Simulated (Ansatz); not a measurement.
`[AlH2][InH][Cl]` + `N=C[SiH3]` → `[AlH2]/[N]=C\[SiH3]` + `[Cl][InH2]` at 700 K and 1 bar (cleavage of the Al–In bond).

Gas-phase electronic energies from Ansatz, PBE0-D4/def2-TZVP geometries. CBS: MP2 limit from def2 TZ/QZ plus the TZ coupled-cluster correction, frozen cores. def2 core potentials past Kr. For In outer-core shells are correlated without core-valence functions, which leaves a few kJ/mol of doubt a bond. Each species was taken in one conformer, which may not be the lowest.

| species | CCSD(T)/CBS energy (Eh) | H − E (kJ/mol) | S (J/(mol·K)) |
| --- | --- | --- | --- |
| `[AlH2][InH][Cl]` | -893.43813 | 114.1 | 438.7 |
| `N=C[SiH3]` | -384.79808 | 200.5 | 369.9 |
| `[AlH2]/[N]=C\[SiH3]` | -627.42847 | 232.0 | 465.7 |
| `[Cl][InH2]` | -650.81839 | 71.8 | 329.5 |

H − E and S are ideal-gas, rigid-rotor, harmonic terms from PBE0-D4/def2-TZVP, for one conformer and one mirror image of each species. 1 Eh = 2625.50 kJ/mol, R = 8.31446 J/(mol·K).

Q: By hand: ΔE, ΔH, ΔS and ΔG.

A: ΔE = (-627.42847) + (-650.81839) − (-893.43813) − (-384.79808) = -0.01065 Eh = -28.0 kJ/mol. Δ(H − E) = 232.0 + 71.8 − 114.1 − 200.5 = -10.8, so ΔH = -38.8 kJ/mol. ΔS = 465.7 + 329.5 − 438.7 − 369.9 = -13.4 J/(mol·K). ΔG = -38.8 − 700 × (-13.4)/1000 = -29.4 kJ/mol.

Q: By hand: the equilibrium constant, and the temperature at which ΔG would vanish if ΔH and ΔS stayed fixed.

A: log₁₀ K = −ΔG/(RT ln 10) = 2.2. ΔG = 0 at ΔH/ΔS = 2896 K, far beyond where these terms or the molecules hold.

The number of gas molecules stays the same, so ΔS is small and ΔH decides. A doubt of 5 kJ/mol in ΔE shifts log₁₀ K by 0.4 here. Other conformers and mirror images would add mixing entropy, several J/(mol·K) or more a flexible species. Modes under 60 cm⁻¹, often nearly free rotors, make the harmonic entropy too high. These are equilibria of isolated gas molecules and say nothing of rates. Largest T1 diagnostic: 0.015 (customary marks: 0.02 for closed shells, 0.045 for open ones).
